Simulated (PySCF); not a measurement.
## Ge³¹⁺: ionisation energy

Ge³¹⁺ 1s1 [1s1/2^1, M_J = 1/2] → Ge³²⁺ (bare nucleus), as a difference of total energies. All numbers are calculated (PySCF 2.14, the two-component X2C-1e Hamiltonian, in an even-tempered Gaussian basis (15 s from 47 bohr⁻², ratio 2.4; 9 p from 61 bohr⁻², ratio 2.4; 3 d from 180 bohr⁻², ratio 2.6; 3 f from 280 bohr⁻², ratio 2.6)). "Screened" scales the spin-orbit matrix elements by Boettger's factors to mimic the two-electron term; Breit and QED terms are absent.

| method | ionisation energy (eV) | difference from reference (eV) |
| --- | --- | --- |
| GHF (screened spin-orbit) | 14127.3 | +7.9 |
| GHF (bare spin-orbit) | 14127.3 | +7.9 |

Reference: 14119.4 eV (theoretical estimate listed by NIST; NIST Atomic Spectra Database, ionization energies).

For one electron Hartree-Fock is exact for this Hamiltonian up to the basis; QED and nuclear recoil make up the gap, and the density functionals add self-interaction.
